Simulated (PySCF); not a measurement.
HAl, charge -1, doublet, at the geometry of the source list (a state made from the parent by changing its charge; the spin is typed, not shown lowest) (in this run its highest filled SCF level lies above zero, so its values depend strongly on the basis, on diffuse functions most of all). Base run: B3LYP/cc-pVDZ (PySCF).

Input for PySCF:
```python
from pyscf import gto, scf, dft

mol = gto.Mole()
mol.atom = '''
    Al    0.449500    0.136300   -0.657200
    H    -0.449500   -0.136300    0.657200
'''
mol.basis = 'cc-pvdz'
mol.charge = -1
mol.spin = 1
mol.verbose = 3
mol.build()

mf = dft.UKS(mol)
mf.xc = 'b3lyp'
mf.kernel()
```

Each row names what was changed in the base input (with any setting that the change needs).

```json
[
 {"change": "base", "ΔE vs base (µEh)": "0.0", "grid points": "28992", "electrons on the grid": "15.00000"},
 {"change": "grids.radi_method = delley", "ΔE vs base (µEh)": "0.3", "grid points": "29480", "electrons on the grid": "15.00000"},
 {"change": "grids.becke_scheme = stratmann", "ΔE vs base (µEh)": "0.0", "grid points": "28992", "electrons on the grid": "15.00000"},
 {"change": "grids.radi_method = mura_knowles", "ΔE vs base (µEh)": "0.1", "grid points": "26312", "electrons on the grid": "15.00000"},
 {"change": "grids.prune = off", "ΔE vs base (µEh)": "0.0", "grid points": "49824", "electrons on the grid": "15.00000"},
 {"change": "grids.atom_grid = (75, 302)", "ΔE vs base (µEh)": "-0.2", "grid points": "28488", "electrons on the grid": "15.00000"},
 {"change": "small_rho_cutoff = 0", "ΔE vs base (µEh)": "0.0", "grid points": "28992", "electrons on the grid": "15.00000"},
 {"change": "grids.level = 5", "ΔE vs base (µEh)": "0.1", "grid points": "66592", "electrons on the grid": "15.00000"},
 {"change": "grids.prune = dft.gen_grid.sg1_prune", "ΔE vs base (µEh)": "-9.8", "grid points": "10712", "electrons on the grid": "15.00003"},
 {"change": "grids.atom_grid = (99, 590)", "ΔE vs base (µEh)": "0.1", "grid points": "62920", "electrons on the grid": "15.00000"},
 {"change": "grids.atom_grid = (50, 194)", "ΔE vs base (µEh)": "-2.4", "grid points": "13032", "electrons on the grid": "15.00002"}
]
```

Open shells are given as the SCF converged; they aren't shown to be the lowest states, and a large step between rows can be another state.
